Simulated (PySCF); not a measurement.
A structure optimised at TPSSh-D3(BJ)/def2-SVP, used in a PySCF frequency run:

```xyz
11

C     -0.0905    -2.0822     0.0000
C      0.8036    -0.8443     0.0000
C      0.0219     0.4498     0.0000
F     -0.7744     0.5562     1.0852
F      0.8407     1.5206     0.0000
F     -0.7744     0.5562    -1.0852
H     -0.7351    -2.0989    -0.8912
H     -0.7351    -2.0989     0.8912
H      0.5225    -2.9948     0.0000
H      1.4555    -0.8220    -0.8868
H      1.4555    -0.8220     0.8868
```
Charge 0, spin multiplicity 1.

Problem. Write its SMILES, formula and point group.

Solution. CCC(F)(F)F, C3H5F3, Cs

Problem. What are its rotational constants (standard atomic weights)?

Solution. 5.1811, 2.7365, 2.7119 GHz
